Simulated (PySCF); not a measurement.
C2H9NO2Si2.
Numbering: `[SiH3:1][NH:2][SiH:3]1[O:4][CH2:5][CH2:6][O:7]1` (hydrogens: H8, H9, H10 on Si1; H11 on N2; H12 on Si3; H13, H14 on C5; H15, H16 on C6)

Computed with core-valence-separated Tamm–Dancoff BHandHLYP/aug-pcX-1 (pcseg-1 on H, def2-SVPD on Si) in PySCF, non-relativistic, gas phase, PBE0-D3(BJ)/def2-SVP geometry.

Computed nitrogen K-edge spectrum, Gaussian lines of 0.8 eV full width, highest printed point 100; it ends one width below the last computed root. BHandHLYP without relativity tends to put these K edges a few eV too low, so spacings mean more than positions.

```tsv
photon energy (eV)	absorption
398.0	0
398.1	0
398.2	1
398.3	2
398.4	4
398.5	6
398.6	9
398.7	13
398.8	17
398.9	20
399.0	22
399.1	22
399.2	20
399.3	18
399.4	17
399.5	18
399.6	22
399.7	31
399.8	44
399.9	60
400.0	77
400.1	91
400.2	99
400.3	100
400.4	94
400.5	84
400.6	72
400.7	63
400.8	58
400.9	56
401.0	57
```

Task: Assign the maxima to core holes.

Result: 2 maxima:
- 399.1 eV: N2 (nitrogen bridging silicon atoms), 399.04 eV, f = 0.009, 99 % of the height at the exact maximum
- 400.3 eV: N2 (nitrogen bridging silicon atoms), 400.26 eV, f = 0.026, 60 % of the height at the exact maximum; N2 (nitrogen bridging silicon atoms), 400.21 eV, f = 0.017, 38 % of the height at the exact maximum

Roots within 0.03 eV on the same or equivalent atoms count as one line; shares under 12 % aren't listed.

Vibrational structure and lifetime widths aren't in the curve. The ionisation threshold wasn't computed; near and above it a finite basis only mimics Rydberg series and continuum.

One conformer stands for the species.
